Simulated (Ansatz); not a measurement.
Reaction (formal loss of a carbene): `FCOC(F)C(F)F` → `FCOC(F)F` + `[CH]F`

Gas-phase electronic energies from Ansatz, PBE0-D4/def2-TZVP geometries. CBS: MP2 limit from def2 TZ/QZ plus the TZ coupled-cluster correction, frozen cores. This one scheme is used for every species. Functionals use def2-TZVPP. One conformer a species, not always the lowest.

`FCOC(F)C(F)F`:

Z-matrix (Å, degrees):
```
C
O 1 1.385
F 1 1.370 2 110.3
H 1 1.094 2 111.6 3 -119.6
H 1 1.090 2 106.6 3 117.8
C 2 1.376 1 115.1 3 72.3
F 6 1.371 2 110.1 1 76.2
C 6 1.520 2 107.3 1 -166.4
H 6 1.095 2 112.7 1 -44.3
F 8 1.348 6 109.0 2 66.1
F 8 1.348 6 109.0 2 -176.0
H 8 1.095 6 111.8 2 -55.0
```

`FCOC(F)F`:

Z-matrix (Å, degrees):
```
C
O 1 1.385
F 1 1.372 2 110.3
H 1 1.094 2 111.8 3 -119.7
H 1 1.089 2 106.5 3 117.7
C 2 1.368 1 115.2 3 73.0
F 6 1.332 2 106.7 1 -172.6
F 6 1.354 2 110.3 1 70.4
H 6 1.094 2 113.4 1 -51.2
```

`[CH]F`:

Cartesian coordinates in Å:
```
C 0.287 -0.387 -0.166
F 0.059 0.818 -0.599
H -0.345 -0.431 0.765
```

```tsv
level	ΔE (kcal/mol)
PBE0-D4	91.8
ωB97X-V	88.3
ωB97M-V	86.3
B2PLYP	86.0
PBE	88.3
HF/def2-TZVPP	76.1
CCSD/def2-TZVPP	84.6
HF/def2-QZVPP	75.9
```

(1) What does CCSD(T)/CBS give? (An estimate is asked.)

Largest T1 diagnostic among the species: 0.018.

Answers

(1) Computed: +86.7 kcal/mol. The listed levels differ from it by 5.1, 1.6, -0.4, -0.7, 1.6, -10.6, -2.1, -10.8 kcal/mol.

The D4 term adds +2.4 kcal/mol with B3LYP and +1.3 kcal/mol with PBE0; it sums over pairs of atoms, weighted by their polarisabilities, and B3LYP, whose exchange is more repulsive, gets the larger term. In def2-TZVPP, CCSD(T) changes the Hartree–Fock value by +9.2 kcal/mol (the triples alone add +0.6 kcal/mol) and MP2 by +15.1 kcal/mol.

B3LYP here is the variant with VWN-RPA as its local correlation; programs differ in this.
